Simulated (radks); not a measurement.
Values are calculated unless marked as measured or tabulated.
Ionisation of the argon ion Ar+, [Ne] 3s2 3p5, to Ar2+, [Ne] 3s2 3p4, under several functionals. Scalar-relativistic Kohn-Sham, spin-unpolarised, spherical densities, finite nucleus; a radial shooting solver on a logarithmic mesh with Libxc functionals. The NIST Atomic Spectra Database gives 27.630 eV (measured). Rank these functionals by the error of their Delta-SCF ionisation energy: PW91; HCTH/407; revPBE; PBEsol; BP86.

Answer. From best to worst: PBEsol 28.604 eV (+0.974); revPBE 28.634 eV (+1.004); PW91 28.729 eV (+1.099); BP86 28.740 eV (+1.110); HCTH/407 29.053 eV (+1.423). Spin polarisation and multiplet splitting are left out, so open shells lie too high by an amount that depends on their filling.

Beside tabulated values, note that spin-unpolarised runs miss the spin-polarisation part of the exchange energy of open shells.
